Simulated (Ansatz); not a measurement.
Job for Ansatz (a program for electronic structure): R-r2SCAN/def2-TZVPP on GaH3Se2 (SMILES [SeH][GaH][SeH]), a point of a torsion scan.

Ansatz 0.2 input:
```yaml
crystal:
  periodic: [false, false, false]
  atoms:
    - {symbol: Se, position_ang: [-2.27111323, -0.59811218, -0.23720841]}
    - {symbol: Ga, position_ang: [-0.35057096, 0.72794005, -0.33062298]}
    - {symbol: Se, position_ang: [0.82550249, 1.30456422, 1.61872224]}
    - {symbol: H, position_ang: [-2.14295841, -0.67930459, 1.20256869]}
    - {symbol: H, position_ang: [0.19644699, 1.26153245, -1.71062154]}
    - {symbol: H, position_ang: [1.79961475, 2.07909807, 0.89391314]}
basis:
  gaussian:
    orbitals: def2-TZVPP
hamiltonian:
  xc: {name: r2SCAN}
scf: {lower_state_search: off}
```

The head of its log:

```
WARN ansatz: RAYON_NUM_THREADS=1 ignored (pool sized by the plan → 1); use --threads N
Functional definition: r2SCAN
these checks for a lower state are left out or cut short: stability, starts, cluster_reference, orbital_swaps, neighbouring_geometries, increment
integrals: 0.13 GiB planned
1319 factors; their error is unknown
mean field: 0.77 GiB planned
mean field evaluation 1: about -183126.1116 eV, gradient 3.0e1 eV
mean field evaluation 2: about -183124.9852 eV, gradient 4.6e1 eV
```

**Question.** Predict the final total energy.

**Answer.** -6729.8086 hartree.
